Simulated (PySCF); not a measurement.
C2H7B2NO2.
Geometry (PBE0-D3(BJ)/def2-SVP, Å), atoms numbered from 1 in this order:
```xyz
14
C2H7B2NO2 angstrom
B      2.6865    0.5406   -0.5641
N      1.4064   -0.2408   -0.2461
C      0.4465   -0.8287   -0.0032
C     -0.7880   -1.5105    0.3027
B     -2.0304   -0.5454    0.0115
O     -2.3582   -0.3572   -1.2876
O     -2.6436   -0.0001    1.0878
H      2.3545    1.4432   -1.3228
H      3.4541   -0.2583   -1.0854
H      3.1005    0.9574    0.5108
H     -0.7731   -1.8194    1.3591
H     -0.8588   -2.4120   -0.3274
H     -3.0794    0.2539   -1.4663
H     -3.3798    0.5926    0.9069
```

Level: PBE0/def2-SVPD in PySCF, non-relativistic, on one gas-phase PBE0-D3(BJ)/def2-SVP geometry that isn't relaxed in the solvent. The solvent is an IEF-PCM continuum (van der Waals radii × 1.2), and excitations are vertical TDDFT with non-equilibrium linear response and a frozen core. Specific hydrogen bonds and non-electrostatic terms are outside this model.

```json
{"run": "gas", "E − E(gas) (kcal/mol)": "0.00", "HOMO (eV)": "-7.35", "HOMO–LUMO gap (eV)": "6.39", "dipole (D)": "9.09", "lowest singlet (eV)": "5.59", "static polarisability (au)": "75.8"}
{"run": "P", "E − E(gas) (kcal/mol)": "-17.39", "HOMO (eV)": "-8.09", "HOMO–LUMO gap (eV)": "7.82", "dipole (D)": "11.30", "lowest singlet (eV)": "6.38", "static polarisability (au)": "95.1"}
{"run": "Q", "E − E(gas) (kcal/mol)": "-16.64", "HOMO (eV)": "-8.06", "HOMO–LUMO gap (eV)": "7.78", "dipole (D)": "11.21", "lowest singlet (eV)": "6.35", "static polarisability (au)": "94.0"}
```

Question: The runs were made in acetone and dimethylsulfoxide. Which run belongs to which solvent?

Answer: P = dimethylsulfoxide, Q = acetone. The dielectric constants are 20.49 (acetone), 46.83 (dimethylsulfoxide), and the energy falls further as ε rises. The optical constants n² used for the excitations are 1.85, 2.19 in the same order. In this model the ground state sees the solvent through ε alone.

Question: How constant is the ratio of the lowering to (ε − 1)/(2ε + 1)?

Answer: 
```tsv
solvent	(ε − 1)/(2ε + 1)	E − E(gas) (kcal/mol)	ratio (kcal/mol)	polarisation term (kcal/mol)
acetone	0.464	-16.64	-35.8	-19.77
dimethylsulfoxide	0.484	-17.39	-35.9	-20.80
```

The ratio changes by +0.2 % in size from acetone to dimethylsulfoxide. The polarisation term is half the interaction of the solute with the induced surface charges.

The run took 30 s of wall time on x86-64 server, one thread, on a shared host. This is the whole response run at PBE0/def2-SVPD in dimethylsulfoxide, SCF included.
